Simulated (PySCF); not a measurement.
HfSF₂, singlet: molecular constants

Computed with PySCF, PBE, basis Hf def2-SVP with ECP60, S def2-SVP, F def2-SVP (scalar-relativistic core potentials, no spin–orbit coupling, density fitting).

The structure is a minimum.

```json
{
 "Point group": "Cs",
 "Bond lengths": "Hf–F 1.919 Å (×2), Hf–S 2.237 Å",
 "Bond angles": "F–Hf–F 110.9°, F–Hf–S 108.4° (×2)",
 "Principal polarisabilities": "38.1, 44.8, 76.6 bohr³",
 "Principal quadrupole moments (Buckingham, traceless) about the centre of mass": "-7.10, -4.02, 11.12 D Å",
 "Atomisation energy without zero-point energy": "1891 kJ/mol",
 "Highest occupied level": "-5.92 eV",
 "Lowest empty level": "-4.17 eV",
 "Entropy at 298.15 K and 1 bar": "330.4 J/(mol K)",
 "Rotational constants": "0.1453, 0.08834, 0.06371 cm⁻¹",
 "Dipole moment": "5.40 D",
 "Rotational symmetry number": "1",
 "Zero-point energy": "13.4 kJ/mol",
 "Enthalpy at 298.15 K above 0 K": "16.27 kJ/mol",
 "Heat capacity Cp at 298.15 K": "70.3 J/(mol K)"
}
```

Harmonic modes (masses in u: Hf 179.947, S 31.972, F 18.998):
| symmetry | ω (cm⁻¹) | IR (km/mol) | type |
| --- | --- | --- | --- |
| a' | 119 | 20.2 | bend |
| a'' | 169 | 1.6 | bend |
| a' | 172 | 3.6 | bend |
| a' | 486 | 34.3 | stretch |
| a'' | 645 | 98.0 | stretch |
| a' | 646 | 70.1 | stretch |

Charges (e):
```
atom  Mulliken  Löwdin  polar tensor  Mayer order to Hf1
 Hf1      0.86    0.10          1.72                   –
  S2     -0.29    0.10         -0.57                2.33
F3,4     -0.28   -0.10         -0.58                1.18
```

Mulliken populations on Hf1 (electrons outside its core potential): s 2.42, p 6.30, d 2.28, f 0.14.

Formally Hf is in oxidation state +4, d0. The polar-tensor charge on Hf, 1.72, is far below the formal one.

This need not be the most stable arrangement of these atoms. With an element this heavy the missing spin–orbit coupling can shift these numbers.

The final relaxation and frequency run took 89 s on 2 threads of a shared Arm Neoverse N1 host, with 78 basis functions and 20 gradients; the process peaked at 0.84 GiB.
